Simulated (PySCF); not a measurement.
C₂H₈O₂Si, SMILES C[Si@H](O)CO. The structure is a stationary point at ωB97X-D3(BJ)/def2-SVP. The structure was generated by enumeration; whether it is a known compound was not checked. Other conformers were not sampled.

Computed equilibrium geometry at ωB97X-D3(BJ)/def2-SVP (PySCF confirms it by a frequency run) as a Z-matrix (one conformer of several):
```
Si
O 1 1.6850
H 2 0.9615 1 118.04
H 1 1.4958 2 108.83 3 -36.19
C 1 1.8709 4 109.98 2 -123.74
H 5 1.1018 1 110.77 4 177.74
H 5 1.1019 6 108.08 1 122.74
H 5 1.1030 6 108.11 7 116.18
C 1 1.8851 4 111.64 2 110.10
H 9 1.1034 1 111.23 4 48.83
H 9 1.1111 10 105.99 1 -119.94
O 9 1.4201 10 107.89 11 -120.16
H 12 0.9669 9 106.30 10 -166.23
```
